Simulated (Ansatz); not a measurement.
**Cost against result**

Saddle point of SiH4Cl3OF, singlet (SiHCl₂F ([F][SiH]([Cl])[Cl]) + HCl + H₂O → SiCl₃F ([F][Si]([Cl])([Cl])[Cl]) + H₂O + H₂; bonds formed: Si1–Cl3, H2–H8, O9–H10; bonds broken: Si1–H2, Cl3–H10, H8–O9), PBE0-D4/def2-TZVP structure:

| atom | x (Å) | y (Å) | z (Å) |
| --- | --- | --- | --- |
| Si1 | -0.4573 | -0.7741 | 0.7107 |
| H2 | 0.2524 | -0.8692 | -0.6826 |
| Cl3 | -1.6862 | 0.8115 | -0.3940 |
| Cl4 | -1.9251 | -0.8103 | 2.1749 |
| Cl5 | 0.0200 | -2.7975 | 0.8599 |
| H6 | 1.4518 | 1.5755 | -0.5952 |
| F7 | 0.6839 | 0.1485 | 1.3766 |
| H8 | 0.8150 | 0.1444 | -1.0472 |
| O9 | 0.9219 | 1.1795 | -1.3056 |
| H10 | -0.0765 | 1.3920 | -1.0973 |

Barriers are electronic and count from the start structure reached by relaxing down the imaginary mode.

Program: Ansatz 0.2.0. Basis: as named in each row. Cores are frozen in the correlated methods. B3LYP uses VWN-RPA correlation. Extrapolation: Hartree–Fock as exp(−7.88 √X), correlation as X^−2.97.

Times are rough, for one single point on 8 threads of a shared host (Arm Neoverse V2).

The estimate by CCSD(T) at an estimated basis limit (MP2 extrapolated from triple and quadruple zeta, plus CCSD(T) − MP2 in triple zeta) is 153.6 kJ/mol.

```
      method       basis  time (s)  barrier (kJ/mol)  method less estimate
          HF      STO-3G   under 1             186.5                  32.9
      PBE-D4      STO-3G   under 1              30.4                -123.3
       SPW92    def2-SVP   under 1              47.5                -106.1
    B3LYP-D4       6-31G   under 1             150.0                  -3.6
      PBE-D4    def2-SVP   under 1              97.3                 -56.3
     PBE0-D4    def2-SVP   under 1             114.9                 -38.7
       SPW92  def2-TZVPP         1              67.8                 -85.8
      PBE-D4  def2-TZVPP         2             115.9                 -37.7
     BLYP-D4  def2-TZVPP         2             143.4                 -10.3
    BHLYP-D4  def2-TZVPP         3             170.1                  16.4
    B3LYP-D4  def2-TZVPP         3             152.6                  -1.0
CAM-B3LYP-D4  def2-TZVPP         3             156.2                   2.5
     PBE0-D4  def2-TZVPP         3             130.3                 -23.3
     wB97M-V    def2-SVP         4             124.0                 -29.6
   r2SCAN-D4  def2-TZVPP         4             124.2                 -29.4
  r2SCAN0-D4  def2-TZVPP         4             134.8                 -18.8
      B2PLYP  def2-TZVPP         5             160.2                   6.6
  RPA on PBE  def2-TZVPP         5             166.2                  12.6
     CCSD(T)    def2-SVP         5             169.8                  16.2
    PBE-QIDH  def2-TZVPP         5             143.3                 -10.3
     wB97X-V  def2-TZVPP         6             151.5                  -2.1
      B97M-V  def2-TZVPP         6             141.9                 -11.8
     wB97M-V  def2-TZVPP         8             144.7                  -8.9
         MP2  def2-QZVPP        17             147.9                  -5.8
     CCSD(T)  def2-TZVPP       240             161.3                   7.7
```

All methods are single points on the PBE0-D4 structures.

T1 diagnostic: at most 0.011.

Labels in which every atom is bracketed show which atoms are joined, not bond orders.
